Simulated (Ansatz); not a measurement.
Hg4O5⁻, relaxed as a doublet with UKS PBE-D4/def2-SVP in Ansatz, starting from the GFN1-xTB geometry. Force threshold 0.03 eV/Å.

In the def2 sets Hg takes a core potential; there is no spin–orbit coupling. The charge -1 doublet is spin-contaminated (final ⟨S²⟩ up to 1.76, 0.75 for a pure state). The relaxation made no stability test and no search for a lower SCF solution. The structure comes from a short search, and lower isomers may exist.

Start:

```csv
atom,x (Å),y (Å),z (Å)
Hg1,-0.857,-0.856,-0.745
Hg2,-0.346,1.259,2.087
Hg3,1.892,1.258,0.588
Hg4,1.701,0.931,-2.016
O5,1.721,-1.003,0.999
O6,0.354,-1.191,1.010
O7,-2.005,0.569,0.273
O8,0.125,-0.281,-2.333
O9,-2.585,-0.687,0.137
```

```tsv
step	energy (eV)	largest force component (eV/Å)	SCF passes
1	-26920.5111	4.386	71
2	-26922.3356	1.862	74
3	-26923.3017	1.369	83
4	-26923.8140	0.911	44
5	-26924.0041	0.538	50
6	-26924.1453	0.601	44
7	-26924.1843	0.309	37
8	-26924.2122	0.095	38
9	-26924.2353	0.312	37
10	-26924.2485	0.212	39
11	-26924.2617	0.225	38
12	-26924.2720	0.454	39
13	-26924.2836	0.639	38
14	-26924.2913	0.799	39
15	-26924.3399	0.217	43
16	-26924.3806	0.109	42
17	-26924.4146	0.200	42
18	-26924.4402	0.195	44
19	-26924.4497	0.111	37
20	-26924.4537	0.189	36
21	-26924.4563	0.153	36
22	-26924.4585	0.170	36
23	-26924.4598	0.116	36
24	-26924.4608	0.067	35
25	-26924.4612	0.027	30
26	-26924.4614	0.026	33
```

Force components are those of the run's own axes.

End:

Cartesian coordinates in Å:
```
Hg -1.103 0.074 -0.970
Hg -0.909 1.270 2.244
Hg 2.075 2.054 -0.054
Hg 2.437 -0.943 -2.656
O 2.187 -0.912 1.084
O 1.051 -1.311 1.329
O -3.337 -0.272 0.967
O 0.661 0.578 -1.665
O -3.062 -0.537 -0.278
```

Bonds lost: Hg1–O6, Hg1–O7, Hg2–Hg3, Hg3–Hg4, Hg3–O5, Hg4–O8 (atoms count from 1). The end holds 2 separate pieces.

The force fell under the threshold at step 25, but the optimiser went on. No frequencies were taken in this run, so the end may be a saddle point.

It took 2.6 min on 4 threads of Arm Neoverse V2 on a shared host.
